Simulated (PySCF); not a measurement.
Sn(F)(Cl)2(OH) (Cl2FHOSn), SMILES [OH][Sn]([F])([Cl])[Cl].

Geometry: PBE-D3(BJ)/def2-SVP. The structure was generated by enumeration; whether it is a known compound was not checked. The def2 effective core potentials stand for the cores of Sn; spin–orbit coupling is left out. One conformer was computed; it need not be the lowest.

Method: PBE-D3(BJ)/def2-SVP (PySCF).

Frequencies are harmonic and unscaled.

List the normal modes with their intensities. (The exact figures need the calculation; the answer reports its results.)


```tsv
mode	ν (cm⁻¹)	IR (km/mol)	moving atoms (share of kinetic energy)
1	44	38.1	H 41 %, O 31 %, F 16 %, Cl 12 %
2	100	0.9	Cl 77 %, Sn 9 %
3	131	5.9	Cl 33 %, Sn 28 %, O 27 %, F 9 %
4	147	22.1	H 56 %, O 16 %, Cl 14 %, F 12 %
5	151	29.3	F 48 %, O 23 %, Sn 15 %, Cl 9 %
6	162	39.1	F 42 %, O 26 %, Cl 17 %, Sn 15 %
7	362	17.2	Cl 84 %, Sn 13 %
8	392	74.3	Cl 70 %, Sn 29 %
9	608	47.0	O 63 %, F 25 %, Sn 11 %
10	622	51.1	F 61 %, O 22 %, Sn 16 %
11	891	58.7	H 93 %
12	3672	98.8	H 94 %
```
